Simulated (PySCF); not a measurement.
A structure optimised at B3LYP-D3(BJ)/def2-SVP, used in a PySCF frequency run:

```xyz
9

B      0.0796     0.0715     0.0028
C     -1.1676    -0.9109    -0.0811
H     -0.8909    -1.8449    -0.6014
H     -2.0387    -0.4892    -0.6078
H     -1.5048    -1.2044     0.9286
O      0.0941     1.3131    -0.5620
H     -0.7300     1.5273    -1.0110
O      1.2288    -0.2783     0.6526
H      1.1884    -1.1588     1.0402
```
Charge 0, spin multiplicity 1.

Write its SMILES and formula.

CB(O)O, CH₅BO₂

What are its rotational constants (standard atomic weights)?

9.5152, 8.2362, 4.5399 GHz
